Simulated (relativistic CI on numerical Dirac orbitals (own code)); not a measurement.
Method of calculation: Dirac-Coulomb-Breit CI, orbitals from a KLI potential per configuration, model QED (radiative potential, 1s self-energy scaled to tabulated hydrogen-like ionisation energies), valence Slater integrals scaled by 0.85, configuration energies shifted to the measured levels that pair with them (semi-empirical) (own radial code, finite nucleus).

CI space (outside the closed core [Kr] 4d10): 5s²5p⁴, 5s5p⁵, 5s²5p³5d, 5s²5p³6s, 5s²5p³6d, 5s²5p³7s, 5p⁶, 5s²5p²5d², 5s²5p³5f, 5s5p⁴5d, 5s²5p²4f², 5s²5p³5g, 5s²5p³4f, 5s²5p³6p, 5s5p⁴5f, 5s²5p²5f², 5s²5p²4f5d, 5s5p⁴5g, 5p⁴5d², 5s²5p³7p, 5p⁴4f², 5s²5p²5g², 5s²5p³7d, 5s²5p³6f, 5s5p⁴6s, 5s²5p³7f, 5s5p⁴6p, 5s5p⁴4f, 5s5p³4f5d, 5s²5p²5d5g. Levels of other configurations are missing.

Configurations whose levels could be paired with our table of measured levels were shifted onto them, all but the ground configuration, by the median error of their levels; single terms can still be off by 1,000 to 2,000 cm⁻¹ or more, and rates follow the energies as ν³ (E1, M1) or ν⁵ (E2). The others borrow a shift and can be off by several thousand cm⁻¹ or more. The fine structure of a lone outer electron comes out too small, for d and f at times inverted, and misplaced configurations move strength between like terms. 37 of the 69 excited levels that our extract of the measured tables holds in this range could be paired (the sources list more); they are missed by 584 cm⁻¹ on average and 1968 at most, after the shifts were fitted to these levels, and levels without a partner can miss by more.

Outline of the computed level scheme of Cs IV. Lowest level of each configuration: 5s²5p⁴ ³P2 at 0.0000 eV; 5s5p⁵ ³P°2 at 14.1726 eV; 5s²5p³5d ⁵D°3 at 16.7685 eV; 5s²5p³6s ⁵S°2 at 20.1649 eV; 5s²5p³4f ⁵F4 at 20.8089 eV.

Some strong electric-dipole decays among the lowest 45 levels: 5s²5p³5d ³S°1 → 5s²5p⁴ ³P2 (1.0e+10 s⁻¹); 5s²5p³5d ³P°1 → 5s²5p⁴ ³P2 (6.3e+09 s⁻¹); 5s²5p³5d ³D°3 → 5s²5p⁴ ³P2 (3.6e+09 s⁻¹); 5s²5p³5d ³P°1 → 5s²5p⁴ ³P1 (2.3e+09 s⁻¹); 5s²5p³5d ³F°3 → 5s²5p⁴ ³P2 (1.9e+09 s⁻¹); 5s²5p³5d ³P°1 → 5s²5p⁴ ³P0 (1.5e+09 s⁻¹); 5s²5p³5d ³S°1 → 5s²5p⁴ ³P0 (1.5e+09 s⁻¹); 5s²5p³5d ³P°0 → 5s²5p⁴ ³P1 (1.4e+09 s⁻¹).

Rates of lines that live on the mixing of spin multiplicities can be off by large factors.

LS names give the leading component of a level, which can be under half, so a name can repeat, a term be missing and a line seem to break the LS rules.
